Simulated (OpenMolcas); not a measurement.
Cr4+ among 6 point charges of -1.43 e arranged as a tetragonal octahedron (D4h), 2.02 Å from the ion, with the axial distance 2.081 Å.

| Property | Result |
| --- | --- |
| Program | OpenMolcas 26.06 |
| Method | SS-CASPT2, IPEA 0.25 Eh, imaginary shift 0.1 Eh (closed shells correlated: 3s 3p) |
| Basis | ANO-RCC-VDZP [5s4p2d1f] |
| Scalar Hamiltonian | DKH2, point nucleus |
| Active space | 2 electrons in 5 orbitals (3d) |
| State averaging | 2S+1 = 3 even, 10 roots; 2S+1 = 1 even, 15 roots |
| Spin-orbit coupling | state interaction with AMFI integrals over the reference wave functions |

Problem. What is the spin-free ground state (labels of D4, the rotations of D4h)?

Solution. 3A2, 1-fold in its orbital part, 100 % from free-ion F terms; it has the highest spin that d2 allows.

Problem. Where is the first state of the same spin?

Solution. 3E at 157 cm-1 above the ground state. The two act as a nearly degenerate pair, with unquenched orbital momentum.

Problem. What are the lowest two levels with spin-orbit coupling?

Solution. A 1-fold level A1, then a 2-fold level E 110 cm-1 above it. Their leading multiplicities are 3 (100 %) and 3 (100 %).

Problem. What is χT at 300 K, and how does it compare with the textbook value?

Solution. The lowest level has 2S+1 = 3, for which the spin-only value is χT = S(S+1) / 2 = 1.000 cm3 K/mol (g = 2). The computed 0.583 at 300 K differs by -0.417, through orbital momentum, spin-orbit coupling and any other state in reach.

Spin-orbit coupling mixes the spin-free states strongly: the lowest level takes only 67 % from its leading state, 3A2. The ground term spreads over less than 5000 cm-1, several times less than with real ligands, so orbital moments are less quenched and χT lies further from the spin-only value than at real sites. Free-ion shares, where given, are those of the reference states; single-state CASPT2 does not remix them. This is an electrostatic model: the charges have no orbitals. No measured value stands beside these numbers.
